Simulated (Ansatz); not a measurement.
Mulliken charges of `F[Si](F)(F)[SiH2]` radical from PBE/def2-TZVPP in Ansatz (PBE0-D4/def2-TZVP geometry).

```csv
atom,x (Å),y (Å),z (Å),charge (e)
F1,0.541,-1.123,1.741,-0.250
Si2,0.348,-0.839,0.198,0.791
F3,-0.740,-1.864,-0.318,-0.246
F4,1.701,-1.210,-0.530,-0.250
Si5,-0.171,1.386,-0.152,-0.022
H6,-1.367,1.833,0.604,-0.011
H7,-0.250,1.748,-1.589,-0.011
```

Q: By hand: the dipole of these point charges (1 e Å = 4.8032 D).

A: Σ q r = (-0.082, 0.308, -0.054) e Å, of length 0.323 e Å = 1.55 D.

Q: How does the dipole of the full density compare? (Estimate.)

A: Computed: (-0.104, 0.385, -0.068) e Å, 1.94 D; the point charges give 0.80 times that, at 0° from its direction.

Point charges leave out the atoms' own dipoles, such as those of lone pairs, and Mulliken's split depends on the basis, so the two needn't agree.
